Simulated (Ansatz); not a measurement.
Ba4S4⁻. Charge -1, multiplicity 2. Geometry r2SCAN-D4/def2-SVP, that of the neutral singlet; atoms count from 1.

Cartesian coordinates in Å:
```
Ba -2.288 0.154 1.203
Ba -0.190 -1.617 -2.013
Ba 0.692 2.349 -0.842
Ba 1.786 -0.885 1.652
S -1.747 0.866 -1.616
S 2.238 -0.150 -1.176
S -0.677 -2.298 0.823
S 0.186 1.582 1.969
```

In the def2 sets Ba takes a core potential; there is no spin–orbit coupling. The highest occupied level of the charge -1 doublet lies above zero (up to 0.42 eV). By energy differences its removal costs 0.23 eV (vertical, to the charge 0 singlet, at PBE0-D4/def2-TZVP); self-interaction error and the lack of diffuse functions both raise the level. The structure comes from a short search, and lower isomers may exist.

(1) Estimate the Mulliken populations from the PBE0/def2-TZVP orbitals of Ansatz.

(2) Where does the spin sit?

(3) And the Mayer bond orders between bonded heavy atoms (over 0.3)?

Results:

(1) 
```json
{"atom": "Ba1", "charge (e)": "0.83", "spin (α − β)": "0.26"}
{"atom": "Ba2", "charge (e)": "0.83", "spin (α − β)": "0.26"}
{"atom": "Ba3", "charge (e)": "0.83", "spin (α − β)": "0.26"}
{"atom": "Ba4", "charge (e)": "0.83", "spin (α − β)": "0.26"}
{"atom": "S5", "charge (e)": "-1.08", "spin (α − β)": "-0.01"}
{"atom": "S6", "charge (e)": "-1.08", "spin (α − β)": "-0.01"}
{"atom": "S7", "charge (e)": "-1.08", "spin (α − β)": "-0.01"}
{"atom": "S8", "charge (e)": "-1.08", "spin (α − β)": "-0.01"}
```
Mulliken values and Mayer orders depend strongly on the basis.

(2) Summed by element: Ba 1.03, S -0.03, of 1 unpaired in all. Largest on single atoms: Ba1 0.26, Ba4 0.26, Ba2 0.26.

(3) Ba1–S5 0.56 (2.96 Å); Ba1–S7 0.56 (2.96 Å); Ba1–S8 0.56 (2.96 Å); Ba2–S5 0.56 (2.96 Å); Ba2–S6 0.56 (2.96 Å); Ba2–S7 0.56 (2.96 Å); Ba3–S5 0.56 (2.96 Å); Ba3–S6 0.56 (2.96 Å); Ba3–S8 0.56 (2.96 Å); Ba4–S6 0.56 (2.96 Å); Ba4–S7 0.56 (2.96 Å); Ba4–S8 0.56 (2.96 Å).
